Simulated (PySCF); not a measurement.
B(F)(NH2)2 (BFH4N2), SMILES NB(N)F. Atoms are numbered in the order given.

```xyz
8

B      0.0000     0.0000     0.0192
F      0.0000     0.0000     1.3730
N      0.0000    -1.2523    -0.6383
H      0.0000    -2.1185    -0.1167
H      0.0000    -1.3710    -1.6415
N      0.0000     1.2523    -0.6383
H      0.0000     1.3710    -1.6415
H      0.0000     2.1185    -0.1167
```
Charge 0, spin multiplicity 1.

Coordinates come from a B3LYP-D3(BJ)/def2-SVP optimisation. Other conformers were not sampled.

Calculation: B3LYP-D3(BJ)/def2-SVP (PySCF 2.14.0).

Frequencies are harmonic and unscaled.

Task: List the normal modes with their intensities. (The exact figures need the calculation; the answer reports its results.)

Result: 
```tsv
mode	ν (cm⁻¹)	IR (km/mol)	Raman (Å⁴/amu)	depolarisation	moving atoms (share of kinetic energy)
1	234	0.0	1.0	0.75	H 78 %, N 22 %
2	299	411.6	0.2	0.75	H 85 %, N 15 %
3	350	0.0	0.8	0.75	H 100 %
4	366	2.3	0.6	0.73	H 42 %, N 33 %, F 16 %, B 8 %
5	426	4.7	0.6	0.75	F 38 %, N 30 %, H 23 %, B 8 %
6	544	0.3	2.3	0.75	H 94 %
7	640	33.4	1.2	0.75	B 81 %, N 10 %
8	842	2.2	0.7	0.75	H 71 %, N 27 %
9	858	6.6	9.1	0.10	N 53 %, F 35 %, H 12 %
10	906	0.3	1.1	0.50	H 58 %, N 34 %
11	1394	220.2	2.6	0.23	B 67 %, H 18 %, F 11 %
12	1421	150.4	3.2	0.75	B 52 %, H 43 %
13	1584	98.0	3.4	0.75	H 77 %, N 16 %
14	1602	400.4	3.8	0.75	H 52 %, N 25 %, B 22 %
15	3622	72.2	0.5	0.75	H 96 %
16	3626	5.1	189.8	0.12	H 96 %
17	3726	44.3	65.6	0.75	H 91 %, N 9 %
18	3726	13.2	43.8	0.75	H 91 %, N 9 %
```
